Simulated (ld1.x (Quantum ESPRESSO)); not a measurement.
**Pseudopotential generation for Mn (Z = 25): ultrasoft, Wu–Cohen, scalar-relativistic.**

```json
{
 "Element": "Mn",
 "Generator": "ld1.x (Quantum ESPRESSO) 7.5",
 "Type": "ultrasoft",
 "Functional": "Wu–Cohen",
 "Relativity": "scalar-relativistic",
 "Frozen core": "[Ne] 3s2",
 "Valence charge": "13",
 "Reference configuration": "3p6 3d5 4s2 4p0",
 "Partial waves": "4s (bound): rcut 4.00, rcutus 4.20 bohr; 4s channel at 0.55 Ry: rcut 4.00, rcutus 4.20 bohr; 3p (bound): rcut 2.34, rcutus 2.62 bohr; 4p (bound, empty): rcut 2.34, rcutus 2.62 bohr; 3d (bound): rcut 1.72, rcutus 2.06 bohr; 3d channel at 0.55 Ry: rcut 1.72, rcutus 2.06 bohr",
 "Local potential": "all-electron potential smoothed inside 1.92 bohr (lloc = -1)",
 "Core correction": "a·sin(br)/r model core, default radius (core density twice the valence density)",
 "Augmentation charge": "PSQ, radius 1.80 bohr"
}
```

Does the generator finish with these settings?

Yes, a potential is produced.

Estimate the cutoffs (Ry, on a coarse ladder) from which the occupation-weighted sum of valence levels, in a spherical-Bessel basis at the reference potential, stays within 10 and 1 mRy of its value at 400 Ry.

21 Ry and 35 Ry.

What does a ghost test show?

No extra level below or beside the all-electron valence levels (s, p, d, f tested).

Is the overlap operator S = 1 + Σ q|β⟩⟨β| positive definite (Bessel basis up to 400 Ry)?

Yes: its lowest eigenvalue is 0.14 (s channel).

Which valence shell sets the plane-wave cutoff?

3d: its level needs 25 Ry to come within 1 mRy, against 12 Ry for 3p.

Its largest configuration-test error is -21 meV (3p6 3d5 4s0 4p0). Test run stopped at test 7 of 7 (negative rho), 3 before it not solved. Not counted: 3p6 3d4 4s0 4p0 (solver errors, printed error -1684 eV); 3p5 3d5 4s2 4p0 (solver errors, printed error -1682 eV); 3p6 3d3 4s0 4p0 (converged, but collapsed or in another state, printed error -622 eV).
